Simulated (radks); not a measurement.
Numerical settings for the barium ion Ba2+, [Xe]. Method: scalar-relativistic Kohn-Sham, PBE, spin-polarised, spherical densities, finite nucleus; Fermi nuclear charge, rms radius 4.8378 fm; computed with a radial shooting solver on a logarithmic mesh with Libxc functionals. The defaults (mesh step 0.008 in ln r, mesh end at 40 bohr or more with all orbitals vanishing there, Anderson mixing 0.5 over 9 steps, residual threshold near 1e-9 with the energy settled to 1e-9 hartree or 1e-11 of itself, here a cap of 73 iterations) give E = -8134.6672 hartree and 5p at -30.908 eV in 15 iterations. Times are rough (one thread of a shared host). Changes against that run (0 stands for a change within the tolerance of the run):

| setting | iterations | converged | E (mhartree) | e(5p) (meV) | CPU (s) |
|---|---|---|---|---|---|
| mesh step in ln r 0.003 | 19 | yes | 0 | 0 | 0.85 |
| mesh step in ln r 0.08 | 4 | no | diverged | - | 0.04 |
| mesh step in ln r 0.012 | 14 | yes | 0 | 0 | 0.19 |
| mesh end (bohr) 20 | 15 | yes | 0 | 0 | 0.28 |
| mesh end (bohr) 400 | 15 | yes | 0 | 0 | 0.29 |
| residual threshold 1e-05 | 10 | yes | 0 | 0 | 0.22 |
| residual threshold 0.001 | 10 | yes | 0 | 0 | 0.22 |
| mixing 0.05 | 20 | yes | 0 | 0 | 0.38 |
| linear mixing, mixing 0.8 | 73 | no | +0.000329 | 0 | 0.91 |
| linear mixing, mixing 0.05 | 73 | no | +0.521 | -194 | 1.3 |
| mixing history 20 | 17 | yes | 0 | 0 | 0.32 |
| iteration cap 2 | 2 | no | +539 | -1.24e+04 | 0.06 |

No run marked as converged misses the energy by more than 1 mhartree. A mesh that ends early acts as a hard wall.
